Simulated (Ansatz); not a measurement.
```yaml
crystal:
  periodic: [false, false, false]
  atoms:
    - {symbol: B, position_ang: [-0.725097, 1.603191, -0.240168]}
    - {symbol: C, position_ang: [-1.041384, 0.268468, 0.477684]}
    - {symbol: B, position_ang: [0.321935, -0.479840, 0.677109]}
    - {symbol: C, position_ang: [1.091585, -1.165279, -0.489872]}
    - {symbol: H, position_ang: [-0.378088, 1.600596, -1.387082]}
    - {symbol: H, position_ang: [-0.782914, 2.651345, 0.335773]}
    - {symbol: H, position_ang: [-1.590251, 0.396606, 1.410463]}
    - {symbol: H, position_ang: [-1.593852, -0.348652, -0.246729]}
    - {symbol: H, position_ang: [0.805183, -0.513953, 1.777053]}
    - {symbol: H, position_ang: [0.618158, -1.093272, -1.470916]}
    - {symbol: H, position_ang: [1.246478, -2.224863, -0.250271]}
    - {symbol: H, position_ang: [2.105047, -0.749748, -0.558941]}
basis:
  gaussian: {orbitals: pcseg-2}
hamiltonian: {xc: {name: M06-2X}}
```

```sh
$ ansatz run in.yaml --threads 2 --pin off --events-out ev --progress --plain --max-ram 4352MiB
```

Shortened log:

```
Error: YAML parse error: error: line 18 column 19: hamiltonian.xc: no functional is named "M06-2X"; the names, which are not case-sensitive, are SVWN5, SPW92, PBE, PBE0, PBEsol, revPBE, revPBE0, RPBE, rPW86-PBE, HSE06, wPBEh, LC-wPBE, HISS, HF, BLYP, B3LYP, B3LYP5, BHLYP, CAM-B3LYP, r2SCAN, r2SCANh, r2SCAN0, r2SCAN50, m-r2SCAN, B97, wB97, wB97X, wB97X-V, B97M-V, wB97M-V, B2PLYP, B2GP-PLYP, PBE0-DH, PBE-QIDH
16 | basis:
17 |   gaussian: {orbitals: pcseg-2}
18 | hamiltonian: {xc: {name: M06-2X}}
```

Task: Something in this input is off. What?

Result: The method's name isn't one that the program takes here. The input was rejected before any iteration.

HSE06 is defined as in plane-wave codes.
